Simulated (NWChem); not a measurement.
Species: BiF$_{2}$ cation; SMILES [F][Bi+][F]

Results from NWChem. Coordinates come from a PBE0/def2-SVP optimisation. def2 effective core potentials on Bi; no spin-orbit coupling. Vertical excitations in the gas phase; the lowest state need not have the same character in each row.

```csv
level,"lowest excitation, singlet (eV)",orbital gap (eV)
"B3LYP/def2-SVPD, TDA",4.55,5.70
"CAM-B3LYP/def2-SVPD, TDA",4.84,8.59
"LRC-wPBEh/def2-SVPD, TDA",4.85,9.79
```
